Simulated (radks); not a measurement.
The numbers below are computed, except where a source is named.
Task: Sm II, configuration [Xe] 4f6 6s1. Code: a radial shooting solver on a logarithmic mesh with Libxc functionals. Model: Dirac Kohn-Sham, PBE, spin-unpolarised, spherical densities, finite nucleus; open shells fill j = l - 1/2 first; Fermi nuclear charge, rms radius 5.0819 fm. Some entries of the table are withheld. Estimate them.

orbital  occ.  eigenvalue (eV)  r(max) (bohr)
1s1/2       2        -46631.86        0.01449
2s1/2       2        -7621.328        0.08231
2p1/2       2        -7224.630            (1)
2p3/2       4        -6621.786            (2)
3s1/2       2        -1674.107         0.2339
3p1/2       2              (3)         0.2209
3p3/2       4              (4)         0.2329
3d3/2       4        -1084.908         0.1857
3d5/2       6        -1058.397         0.1891
4s1/2       2        -337.2868         0.5399
4p1/2       2        -271.7938         0.5457
4p3/2       4        -245.0211         0.5713
4d3/2       4              (5)         0.5830
4d5/2       6              (6)         0.5914
5s1/2       2         -49.2672          1.263
5p1/2       2              (7)          1.383
5p3/2       4              (8)          1.459
4f5/2       6              (9)         0.6118
6s1/2       1          -8.4079           (10)
4f7/2       0             (11)         0.6170
5d3/2       0          -7.3182          2.075
5d5/2       0          -7.0896          2.124
6p1/2       0          -5.5267          4.232
6p3/2       0          -5.2096          4.448

Result: 
(1) 2p1/2 r(max) (bohr): 0.06237
(2) 2p3/2 r(max) (bohr): 0.06800
(3) 3p1/2 eigenvalue (eV): -1503.303
(4) 3p3/2 eigenvalue (eV): -1381.236
(5) 4d3/2 eigenvalue (eV): -137.2459
(6) 4d5/2 eigenvalue (eV): -132.4658
(7) 5p1/2 eigenvalue (eV): -31.7814
(8) 5p3/2 eigenvalue (eV): -28.2566
(9) 4f5/2 eigenvalue (eV): -8.6579
(10) 6s1/2 r(max) (bohr): 3.437
(11) 4f7/2 eigenvalue (eV): -8.1198
